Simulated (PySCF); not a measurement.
## Static response to an electric field

C5H5FO2S.
Numbering: `[O:1]=[C:2]([OH:3])[CH2:4][S:5][C:6]1=[C:7]([F:8])[CH2:9]1` (hydrogens: H10 on O3; H11, H12 on C4; H13, H14 on C9)

Cartesian coordinates in Å at the GFN2-xTB level; atoms count from 1:
```
atom  x, y, z in Å
O1     1.212    0.001   -1.157
C2     1.700   -0.290   -0.099
O3     2.944    0.037    0.251
C4     0.987   -1.019    1.010
S5     0.112    0.240    2.019
C6    -1.165    0.596    0.933
C7    -2.137    1.332    0.486
F8    -2.908    2.396    0.601
C9    -1.947    0.060   -0.265
H10    3.376    0.555   -0.447
H11    1.695   -1.507    1.675
H12    0.248   -1.714    0.616
H13   -1.471    0.072   -1.239
H14   -2.647   -0.759   -0.126
```

Level: PBE0/def2-SVPD (PySCF), static field, nuclei fixed, core orbitals frozen in the response. The polarisability tensor in these axes (au):

```
x   102.19 -12.32   7.01
y   -12.32  74.53  -0.89
z     7.01  -0.89  82.22
```

Question: Diagonalise the tensor; give its mean and Δα, where Δα² is half the sum of the squared differences of the eigenvalues.

Answer: Principal values 69.59, 80.67 and 108.68 au; mean 86.31 au = 12.79 Å³ = 14.23 × 10⁻⁴⁰ C²·m²/J; Δα = 34.89 au (40 % of the mean).

Question: What is the dipole moment, and where does it point?

Answer: (1.95, -1.77, 0.39) D, 2.66 D in size, pointing from the negative to the positive side. Measured along this direction, the outermost atoms are F8 at the negative end and H11 at the positive end.

Question: Find the Langevin capture rate constant for NO+ (29.998 u) meeting this molecule (147.999 u), k = 2.342 × 10⁻⁹ cm³/s × √(α in Å³ / reduced mass in u).

Answer: The reduced mass is 24.94 u, so k = 1.68 × 10⁻⁹ cm³/s. The formula leaves out the permanent dipole, which adds to the capture rate.

Question: In a dilute gas of rigid molecules at 298 K, how does the orientational term μ²/3kT compare with the electronic polarisability?

Answer: In Gaussian units μ²/3kT = 57.41 Å³ against 12.79 Å³, a ratio of 4.49; the Debye molar polarisation (4π/3)N_A(α + μ²/3kT) is 177.1 cm³/mol, leaving out the vibrational part.

Question: Rayleigh depolarisation ratio (linearly polarised light, static tensor)?

Answer: ρ = 3Δα²/(45ᾱ² + 4Δα²) = 3651.9/(335262 + 4869.2) = 0.0107.

Question: Give the principal axes and the span of the nuclei along them.

Answer: Largest value along (0.91, -0.33, 0.25), where the nuclei span 6.06 Å; middle along (-0.18, 0.23, 0.96), 3.29 Å; least along (0.38, 0.91, -0.14), 3.52 Å. The strongest response lies along the longest span, while the other two are in reverse order.

One conformer (not necessarily the lowest) at the GFN2-xTB geometry, without solvent, vibrations or thermal averaging.

The run behind these numbers computed excited states as well. The run took 85 s on an Arm Neoverse N1 with one thread (shared host), and the process peaked at 0.89 GiB of memory.
